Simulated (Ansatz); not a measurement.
`C=N[SiH2]S` + `OCS` → `SCO[SiH2]S` + `C=N`  (ligand exchange at the Si–N bond)

Computed with Ansatz on PBE0-D4/def2-TZVP structures; ΔE is electronic, products minus reactants. CBS: MP2 limit from def2 TZ/QZ plus the TZ coupled-cluster correction, frozen cores. This one scheme is used for every species. DFT in def2-TZVPP. B3LYP here is the variant with VWN-RPA as its local correlation; programs differ in this. One conformer a species, not always the lowest.

`C=N[SiH2]S`:

```xyz
9

C     0.726    1.558   -0.540
N     0.630    0.606    0.276
Si   -0.136   -0.914   -0.079
S    -1.848   -1.175    1.159
H     0.339    1.533   -1.571
H     1.219    2.491   -0.245
H     0.878   -1.966    0.168
H    -0.663   -0.998   -1.472
H    -1.145   -1.135    2.304
```

`OCS`:

```xyz
7

O     0.666    0.156   -1.038
C     0.060   -0.339    0.129
S    -1.608    0.300    0.292
H     1.569   -0.175   -1.070
H    -0.065   -1.428    0.100
H     0.634   -0.081    1.025
H    -1.257    1.568    0.561
```

`SCO[SiH2]S`:

Z-matrix (Å, degrees):
```
C
O 1 1.402
S 1 1.807 2 114.4
H 1 1.094 2 111.7 3 -124.3
H 1 1.091 2 108.1 3 116.5
Si 2 1.641 1 124.4 3 97.6
H 3 1.343 1 96.1 2 -76.6
S 6 2.135 2 114.0 1 -56.5
H 6 1.476 2 104.6 1 -179.0
H 6 1.485 2 111.2 1 59.0
H 8 1.345 6 94.6 2 -64.7
```

`C=N`:

```xyz
5

C    -0.340    0.035    0.189
N     0.920    0.050    0.138
H    -0.999   -0.169   -0.663
H    -0.831    0.238    1.142
H     1.250   -0.154   -0.806
```

```csv
level,ΔE (kJ/mol),difference from CCSD(T)/CBS
PBE-D4,-63.8,4.4
PBE0-D4,-64.1,4.1
B3LYP-D4,-69.4,-1.2
ωB97M-V,-67.4,0.8
r2SCAN,-65.9,2.3
B3LYP,-62.4,5.8
HF/def2-TZVPP,-63.2,5.0
MP2/def2-TZVPP,-68.2,0.0
SCS-MP2/def2-TZVPP,-68.2,0.0
CCSD(T)/def2-TZVPP,-69.4,-1.2
HF/def2-QZVPP,-63.1,5.1
MP2/def2-QZVPP,-67.4,0.8
SCS-MP2/def2-QZVPP,-67.3,0.9
HF/CBS(def2),-63.0,5.2
MP2/CBS(def2),-67.0,1.2
CCSD/CBS(def2),-67.2,1.0
CCSD(T)/CBS,-68.2,0
```

Largest T1 diagnostic among the species: 0.013.

In def2-TZVPP, CCSD(T) changes the Hartree–Fock value by −6.2 kJ/mol (the triples alone add −1.0 kJ/mol) and MP2 by −4.9 kJ/mol. The D4 term adds −7.0 kJ/mol with B3LYP and −4.2 kJ/mol with PBE0; it sums over pairs of atoms, weighted by their polarisabilities, and B3LYP, whose exchange is more repulsive, gets the larger term.
